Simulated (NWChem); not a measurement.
System: CaO; SMILES [Ca]=[O]

NWChem input:

```
start job
memory heap 200 mb stack 900 mb global 1100 mb
geometry units angstroms noautosym nocenter noautoz
  Ca     0.000000     0.000000    -0.622636
  O      0.000000     0.000000     1.413507
end
basis spherical
  Ca library def2-svpd
  O library def2-svpd
end
dft
  xc b3lyp
  iterations 150
end
tddft
  cis
  nroots 8
  notriplet
end
task tddft energy
```

Output (shortened):

```
             Northwest Computational Chemistry Package (NWChem) 7.3.0
             --------------------------------------------------------

                             Geometry "geometry" -> ""
                             -------------------------

 Output coordinates in angstroms (scale by  1.889725989 to convert to a.u.)

  No.       Tag          Charge          X              Y              Z
 ---- ---------------- ---------- -------------- -------------- --------------
    1 Ca                  20.0000     0.00000000     0.00000000    -0.62263600
    2 O                    8.0000     0.00000000     0.00000000     1.41350700

 Effective nuclear repulsion energy (a.u.)      41.5827178346

                                 NWChem DFT Module
                                 -----------------

 Summary of "ao basis" -> "ao basis" (spherical)
 ------------------------------------------------------------------------------
       Tag                 Description            Shells   Functions and Types
 ---------------- ------------------------------  ------  ---------------------
 Ca                        def2-svpd                11       27   5s4p2d
 O                         def2-svpd                 9       23   4s3p2d

            General Information
            -------------------
          SCF calculation type: DFT
          Wavefunction type:  closed shell.
          No. of atoms     :     2
          No. of electrons :    28
           Alpha electrons :    14
            Beta electrons :    14
          Charge           :     0
          Spin multiplicity:     1
          Use of symmetry is: off; symmetry adaption is: off
          Maximum number of iterations: 150
          AO basis - number of functions:    50
                     number of shells:    20
          Convergence on energy requested:  1.00D-06
          Convergence on density requested:  1.00D-05
          Convergence on gradient requested:  5.00D-04

              XC Information
              --------------
                         B3LYP Method XC Potential
                     Hartree-Fock (Exact) Exchange  0.200
                        Slater Exchange Functional  0.800 local
                    Becke 1988 Exchange Functional  0.720 non-local
              Lee-Yang-Parr Correlation Functional  0.810
                  VWN I RPA Correlation Functional  0.190 local

             Grid Information
             ----------------
          Grid used for XC integration:  medium
          Radial quadrature: Mura-Knowles
          Angular quadrature: Lebedev.
          Tag              B.-S. Rad. Rad. Pts. Rad. Cut. Ang. Pts.
          ---              ---------- --------- --------- ---------
          Ca                  1.80      112          11.0       590
          O                   0.60       49          12.0       434
          Grid pruning is: on
          Number of quadrature shells:   161
          Spatial weights used:  Erf1

      Superposition of Atomic Density Guess
      -------------------------------------

 Sum of atomic energies:        -751.35512214

      Non-variational initial energy
      ------------------------------

 Total energy =    -751.091869
 1-e energy   =   -1111.891426
 2-e energy   =     319.216840
 HOMO         =      -0.462019
 LUMO         =      -0.159620

   convergence    iter        energy       DeltaE   RMS-Dens  Diis-err
 ---------------- ----- ----------------- --------- --------- ---------
 d= 0,ls=0.0,diis     1   -752.2647472407 -7.94D+02  8.25D-02  2.28D+00
 d= 0,ls=0.0,diis     2   -744.0312998676  8.23D+00  8.08D-02  1.80D+01
 d= 0,ls=0.0,diis     3   -752.5086647273 -8.48D+00  1.90D-02  7.92D-01
 d= 0,ls=0.0,diis     4   -752.6419455424 -1.33D-01  1.02D-02  1.36D-02
 d= 0,ls=0.0,diis     5   -752.6254697215  1.65D-02  3.16D-03  1.61D-01
  Resetting Diis
 d= 0,ls=0.0,diis     6   -752.6384466080 -1.30D-02  2.83D-03  5.30D-02
 d= 0,ls=0.0,diis     7   -752.6446486924 -6.20D-03  3.43D-03  1.33D-03
 d= 0,ls=0.0,diis     8   -752.6406841312  3.96D-03  2.79D-03  3.46D-02
 d= 0,ls=0.0,diis     9   -752.6448122174 -4.13D-03  1.01D-04  1.95D-05
 d= 0,ls=0.0,diis    10   -752.6448149695 -2.75D-06  1.39D-05  1.62D-07
 d= 0,ls=0.0,diis    11   -752.6448149863 -1.69D-08  2.89D-06  2.59D-08

         Total DFT energy =     -752.644814986325
      One electron energy =    -1116.208208491812
           Coulomb energy =      366.711073574670
    Exchange-Corr. energy =      -44.730397903810
 Nuclear repulsion energy =       41.582717834627

 Numeric. integr. density =       28.000000039395

                       DFT Final Molecular Orbital Analysis
                       ------------------------------------

 Vector   12  Occ=2.000000D+00  E=-1.788072D-01
              MO Center=  1.4D-09, -1.4D-09,  8.9D-01, r^2= 2.5D+00
   Bfn.  Coefficient  Atom+Function         Bfn.  Coefficient  Atom+Function
  ----- ------------  ---------------      ----- ------------  ---------------
    34      0.548129  2 O  pz                 4     -0.444791  1 Ca s
    37      0.357800  2 O  pz                 3      0.283908  1 Ca s
    20     -0.239918  1 Ca d  0              31      0.203491  2 O  s
    25     -0.106892  1 Ca d  0              11      0.096365  1 Ca pz
    40      0.095378  2 O  pz                29      0.074778  2 O  s

 Vector   13  Occ=2.000000D+00  E=-1.704873D-01
              MO Center= -1.4D-09,  7.8D-10,  1.2D+00, r^2= 1.3D+00
   Bfn.  Coefficient  Atom+Function         Bfn.  Coefficient  Atom+Function
  ----- ------------  ---------------      ----- ------------  ---------------
    33      0.424877  2 O  py                32      0.376119  2 O  px
    36      0.293990  2 O  py                35      0.260253  2 O  px
    19      0.147952  1 Ca d -1              21     -0.130973  1 Ca d  1
    39      0.120534  2 O  py                38      0.106702  2 O  px
    10     -0.064276  1 Ca py                24      0.057354  1 Ca d -1

 Vector   14  Occ=2.000000D+00  E=-1.704873D-01
              MO Center= -3.8D-08,  3.3D-08,  1.2D+00, r^2= 1.3D+00
   Bfn.  Coefficient  Atom+Function         Bfn.  Coefficient  Atom+Function
  ----- ------------  ---------------      ----- ------------  ---------------
    32      0.424877  2 O  px                33     -0.376119  2 O  py
    35      0.293990  2 O  px                36     -0.260253  2 O  py
    21     -0.147952  1 Ca d  1              19     -0.130973  1 Ca d -1
    38      0.120534  2 O  px                39     -0.106702  2 O  py
     9     -0.064276  1 Ca px                26     -0.057354  1 Ca d  1

[...]

                                NWChem TDDFT Module
                                -------------------

            General Information
            -------------------
           No. of orbitals :     100
            Alpha orbitals :      50
             Beta orbitals :      50
        Alpha frozen cores :       0
         Beta frozen cores :       0
     Alpha frozen virtuals :       0
      Beta frozen virtuals :       0
         Spin multiplicity :       1
    Number of AO functions :      50
        Use of symmetry is : off
      Symmetry adaption is : off
         Schwarz screening :  0.10D-07

              XC Information
              --------------
                  B3LYP Method XC Potential
              Hartree-Fock (Exact) Exchange   0.20
                 Slater Exchange Functional   0.80 local
             Becke 1988 Exchange Functional   0.72 non-local
       Lee-Yang-Parr Correlation Functional   0.81
           VWN I RPA Correlation Functional   0.19 local

             TDDFT Information
             -----------------
          Calculation type : Tamm-Dancoff TDDFT
         Wavefunction type : Restricted singlets
          No. of electrons :      28
           Alpha electrons :      14
            Beta electrons :      14
              No. of roots :       8
          Max subspacesize :    5600
            Max iterations :     100
               Target root :       1
           Target symmetry : none
      Symmetry restriction : off
                 Algorithm : Optimal
        Davidson threshold :  0.10D-03

    8 smallest eigenvalue differences (eV)
--------------------------------------------------------
  No. Spin  Occ  Vir  Irrep   E(Occ)    E(Vir)   E(Diff)
--------------------------------------------------------
    1    1   14   15 a        -0.170    -0.098     1.968
    2    1   13   15 a        -0.170    -0.098     1.968
    3    1   12   15 a        -0.179    -0.098     2.194
    4    1   14   16 a        -0.170    -0.030     3.817
    5    1   14   17 a        -0.170    -0.030     3.817
    6    1   13   16 a        -0.170    -0.030     3.817
    7    1   13   17 a        -0.170    -0.030     3.817
    8    1   12   16 a        -0.179    -0.030     4.043
--------------------------------------------------------

  Entering Davidson iterations
  Restricted singlet excited states

  Iter   NTrls   NConv    DeltaV     DeltaE      Time
  ----  ------  ------  ---------  ---------  ---------
    1      8       0     0.24E+00   0.10+100        2.9
    2     16       0     0.28E-01   0.35E-01        2.1
    3     24       0     0.65E-02   0.84E-03        2.8
    4     32       4     0.40E-02   0.19E-03        2.1
    5     36       6     0.86E-03   0.21E-04        1.7
    6     38       7     0.39E-03   0.22E-05        1.5
    7     39       8     0.89E-04   0.28E-06        1.5
  ----  ------  ------  ---------  ---------  ---------
  Convergence criterion met

  Ground state a        -752.644814986325 a.u.

  ----------------------------------------------------------------------------
  Root   1 singlet a              0.033739285 a.u.                0.9181 eV
  ----------------------------------------------------------------------------
     Transition Moments    X  0.20941   Y -0.17660   Z  0.00000
     Dipole Oscillator Strength                    0.0016878973
     Electric Quadrupole                           0.0000000002
     Magnetic Dipole                               0.0000000000
     Total Oscillator Strength                     0.0016878975

     Occ.   14  a   ---  Virt.   15  a       -0.99712
  ----------------------------------------------------------------------------
  Root   2 singlet a              0.033739291 a.u.                0.9181 eV
  ----------------------------------------------------------------------------
     Transition Moments    X -0.17663   Y -0.20945   Z  0.00000
     Dipole Oscillator Strength                    0.0016885475
     Electric Quadrupole                           0.0000000002
     Magnetic Dipole                               0.0000000000
     Total Oscillator Strength                     0.0016885476

     Occ.   13  a   ---  Virt.   15  a        0.99712
  ----------------------------------------------------------------------------
  Root   3 singlet a              0.072406634 a.u.                1.9703 eV
  ----------------------------------------------------------------------------
     Transition Moments    X -0.00000   Y  0.00000   Z  1.44572
     Dipole Oscillator Strength                    0.1008919886
     Electric Quadrupole                           0.0000000002
     Magnetic Dipole                               0.0000000000
     Total Oscillator Strength                     0.1008919888

     Occ.   12  a   ---  Virt.   15  a       -0.91915
     Occ.   12  a   ---  Virt.   18  a       -0.29648
     Occ.   12  a   ---  Virt.   24  a       -0.05199
     Occ.   13  a   ---  Virt.   22  a       -0.14575
     Occ.   13  a   ---  Virt.   25  a       -0.06873
     Occ.   14  a   ---  Virt.   23  a       -0.14575
     Occ.   14  a   ---  Virt.   26  a       -0.06873
  ----------------------------------------------------------------------------
  Root   4 singlet a              0.107672034 a.u.                2.9299 eV
  ----------------------------------------------------------------------------
     Transition Moments    X -0.00000   Y -0.00000   Z  0.00000
     Dipole Oscillator Strength                    0.0000000000
     Electric Quadrupole                           0.0000000047
     Magnetic Dipole                               0.0000000000
     Total Oscillator Strength                     0.0000000047

     Occ.   13  a   ---  Virt.   16  a        0.11112
     Occ.   13  a   ---  Virt.   17  a       -0.69646
     Occ.   14  a   ---  Virt.   16  a       -0.69646
     Occ.   14  a   ---  Virt.   17  a       -0.11112
  ----------------------------------------------------------------------------
  Root   5 singlet a              0.107672064 a.u.                2.9299 eV
  ----------------------------------------------------------------------------
     Transition Moments    X  0.00000   Y -0.00000   Z -0.00000
     Dipole Oscillator Strength                    0.0000000000
     Electric Quadrupole                           0.0000000047
     Magnetic Dipole                               0.0000000000
     Total Oscillator Strength                     0.0000000047

     Occ.   13  a   ---  Virt.   16  a       -0.69646
     Occ.   13  a   ---  Virt.   17  a       -0.11112
     Occ.   14  a   ---  Virt.   16  a       -0.11112
     Occ.   14  a   ---  Virt.   17  a        0.69646
  ----------------------------------------------------------------------------
  Root   6 singlet a              0.109120031 a.u.                2.9693 eV
  ----------------------------------------------------------------------------
     Transition Moments    X -0.00000   Y -0.00000   Z -0.00000
     Dipole Oscillator Strength                    0.0000000000
     Electric Quadrupole                           0.0000000000
     Magnetic Dipole                               0.0000000000
     Total Oscillator Strength                     0.0000000000

     Occ.   13  a   ---  Virt.   17  a        0.70430
     Occ.   13  a   ---  Virt.   23  a       -0.05171
     Occ.   14  a   ---  Virt.   16  a       -0.70430
     Occ.   14  a   ---  Virt.   22  a        0.05171
  ----------------------------------------------------------------------------
  Root   7 singlet a              0.110558113 a.u.                3.0084 eV
  ----------------------------------------------------------------------------
     Transition Moments    X  0.00000   Y -0.00000   Z -0.21597
     Dipole Oscillator Strength                    0.0034378997
     Electric Quadrupole                           0.0000000100
     Magnetic Dipole                               0.0000000000
     Total Oscillator Strength                     0.0034379097

     Occ.   12  a   ---  Virt.   18  a        0.05958
     Occ.   13  a   ---  Virt.   16  a        0.70221
     Occ.   14  a   ---  Virt.   17  a        0.70221
  ----------------------------------------------------------------------------
  Root   8 singlet a              0.114074663 a.u.                3.1041 eV
  ----------------------------------------------------------------------------
     Transition Moments    X  0.37704   Y  0.45862   Z -0.00000
     Dipole Oscillator Strength                    0.0268064549
     Electric Quadrupole                           0.0000000734
     Magnetic Dipole                               0.0000007072
     Total Oscillator Strength                     0.0268072355

     Occ.   12  a   ---  Virt.   16  a        0.94366
     Occ.   12  a   ---  Virt.   22  a       -0.08099
     Occ.   13  a   ---  Virt.   18  a        0.31696

              Target root =      1
          Target symmetry = none
      Ground state energy =   -752.644814986325
        Excitation energy =      0.033739285464
     Excited state energy =   -752.611075700861

  stored tddft:energy   -752.61107570086051
```

Level: B3LYP/def2-SVPD, TDA. Coordinates come from a B3LYP/6-31G* (spherical d) optimisation. B3LYP is NWChem's, with the RPA form of VWN correlation.
